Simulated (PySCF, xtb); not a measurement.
dibromo-chloro-fluoromethane (CBr2ClF), SMILES ClC(Br)(F)Br. Atoms are numbered in the order given.

```xyz
5

F     -1.6671    -0.5943     0.0000
C     -0.3484    -0.4142     0.0000
Cl     0.4531    -1.9981     0.0000
Br     0.1342     0.5972    -1.6086
Br     0.1342     0.5972     1.6086
```
Charge 0, spin multiplicity 1.

The structure is a stationary point at B3LYP-D3(BJ)/def2-SVP.

Calculation: C-PCM-PBE0/def2-SVP run with PySCF.

The values are the electrostatic part of the solvation free energy, E(continuum) − E(gas) at the gas-phase geometry, in a cavity of scaled van der Waals radii (PySCF's table); cavitation and dispersion terms are not included. In vacuum the orbital gap is 6.43 eV. The dipole moment in vacuum is 0.38 D.

**Question.** Estimate the values in water (ε = 78.36), tetrahydrofuran (ε = 7.43), chloroform (ε = 4.71). (An estimate is asked for; the answer gives what the named calculation found.)

**Answer.** 
```json
[
 {"solvent": "water", "ε": "78.36", "ΔG(elec) (kcal/mol)": "-1.1", "dipole (D)": "0.44", "gap (eV)": "6.49"},
 {"solvent": "tetrahydrofuran", "ε": "7.43", "ΔG(elec) (kcal/mol)": "-1.0", "dipole (D)": "0.43", "gap (eV)": "6.48"},
 {"solvent": "chloroform", "ε": "4.71", "ΔG(elec) (kcal/mol)": "-0.9", "dipole (D)": "0.43", "gap (eV)": "6.48"}
]
```

For comparison, GFN2-xTB/ALPB(water) (xtb, at the GFN2-xTB geometry, all terms of that model) gives 0.7 kcal/mol.
